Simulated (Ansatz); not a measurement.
CH5ClGeSi (`Cl[CH]1[SiH2][GeH2]1`). Total charge 0; spin multiplicity 1.

```xyz
9

Cl   -2.209   -0.819    0.681
C    -0.608   -0.083    0.743
Si    0.876   -0.938   -0.056
Ge    0.048    1.106   -0.742
H    -0.428    0.346    1.727
H     2.095   -1.124    0.768
H     0.537   -2.112   -0.891
H     0.571    2.465   -0.275
H    -0.880    1.158   -1.954
```

Problem. What are the harmonic wavenumbers in cm⁻¹ at PBE0-D4/def2-TZVP (Ansatz, finite differences of forces, unscaled)? (Estimate.)

Solution. Computed: 119, 170, 305, 375, 405, 454, 495, 575, 604, 676, 716, 826, 860, 900, 911, 1175, 2168, 2196, 2232, 2268, 3143.

Problem. Is this a minimum?

Solution. Yes, all 21 modes are real.

Problem. Give the ideal-gas thermochemistry at 298.15 K and 1 bar (rigid rotor, harmonic oscillator; point group C1, symmetry number 1).

Solution. Zero-point energy 129.0 kJ/mol; H(298) − E = 148.6 kJ/mol; entropy 341.5 J/(mol·K), of which translation 171.6, rotation 117.0, vibration 52.9; G(298) − E = 46.8 kJ/mol.

Problem. And at 400, 500, 600, 800 and 1000 K?

Solution. 
| T (K) | H − E (kJ/mol) | S (J/mol/K) | G − E (kJ/mol) |
| --- | --- | --- | --- |
| 400 | 160.3 | 375.3 | 10.2 |
| 500 | 173.5 | 404.5 | -28.8 |
| 600 | 187.8 | 430.6 | -70.6 |
| 800 | 219.1 | 475.5 | -161.3 |
| 1000 | 252.9 | 513.2 | -260.3 |
